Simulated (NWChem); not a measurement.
Species: CH₅BClN; SMILES ClBNC

```xyz
9

B      0.5561    -0.0955     0.0000
Cl    -0.0802    -1.7599     0.0000
H      1.7560     0.0826     0.0000
N     -0.3318     0.9815     0.0000
C      0.0191     2.3891     0.0000
H     -1.3374     0.7867     0.0000
H     -0.3740     2.9143     0.8976
H     -0.3740     2.9143    -0.8976
H      1.1205     2.4933     0.0000
```
Atoms are numbered in this order, from 1.

Program: NWChem. Structure relaxed at the PBE-D3(BJ)/def2-SVP level. Level MN15/def2-SVP: energy and gradient on several grids; changes count from the extra-fine grid, which is no exact limit either.

Problem. Which is the coarsest grid (xcoarse; coarse; fine; xfine; medium) from which on the energy stays within 500 μHa and each gradient component within 500 μHa/bohr of xfine?

Solution. coarse.
```csv
grid,size of the energy change (μHa),largest change of a gradient component (μHa/bohr),"time, medium = 1 (rough)"
xcoarse,3000,1000,about 1
coarse,10,200,about 1
medium,< 10,40,about 1
fine,< 10,< 30,about 1
xfine,< 10,< 30,2
```
